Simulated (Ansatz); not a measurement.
Li6H7⁻. Charge -1, multiplicity 1. Geometry PBE0-D4/def2-TZVPD.

```xyz
13

Li    0.9808    1.2058   -0.9912
Li    1.6964   -0.2868    0.8965
Li   -0.7854   -1.3859    0.9299
Li   -0.4969    0.9284    1.3981
Li   -1.3565    0.8270   -0.7513
Li   -0.0687   -1.2596   -1.4708
H     0.4707   -0.4234    2.2758
H     0.1943   -0.1817   -0.0687
H     2.6056    0.6364   -0.3268
H    -0.3040    2.1687    0.0159
H    -2.0297    0.0408    0.8021
H    -0.4133    0.3558   -2.3042
H    -0.4934   -2.6254   -0.4054
```

B3LYP takes the VWN-RPA correlation. The structure comes from a short search, and lower isomers may exist.

Problem. Estimate the orbital energies around the gap (eV) in Ansatz with PBE-D4/def2-TZVPD, B3LYP-D4/6-31G, PBE0-D4/def2-SVPD, r2SCAN0-D4/def2-TZVPD, ωB97X-V/def2-TZVPD.

Solution. 
```csv
orbital,PBE-D4/def2-TZVPD,B3LYP-D4/6-31G,PBE0-D4/def2-SVPD,r2SCAN0-D4/def2-TZVPD,ωB97X-V/def2-TZVPD
HOMO−9,-45.26,-49.13,-49.25,-50.46,-51.81
HOMO−8,-45.15,-48.97,-49.15,-50.34,-51.68
HOMO−7,-45.14,-48.96,-49.13,-50.32,-51.67
HOMO−6,-4.50,-5.81,-5.91,-6.17,-8.79
HOMO−5,-2.40,-3.42,-3.54,-3.74,-6.12
HOMO−4,-2.04,-3.04,-3.15,-3.34,-5.66
HOMO−3,-1.85,-2.82,-2.93,-3.11,-5.43
HOMO−2,-1.75,-2.71,-2.86,-3.02,-5.30
HOMO−1,-1.42,-2.34,-2.49,-2.65,-4.88
HOMO,-0.97,-1.92,-1.94,-2.08,-4.21
LUMO,2.24,2.98,2.61,2.85,3.23
LUMO+1,2.30,3.12,2.65,2.89,3.25
LUMO+2,2.32,3.19,2.76,2.93,3.32
LUMO+3,2.44,3.26,2.84,3.01,3.38
LUMO+4,2.46,3.36,2.86,3.05,3.39
LUMO+5,2.49,3.51,2.97,3.09,3.50
```
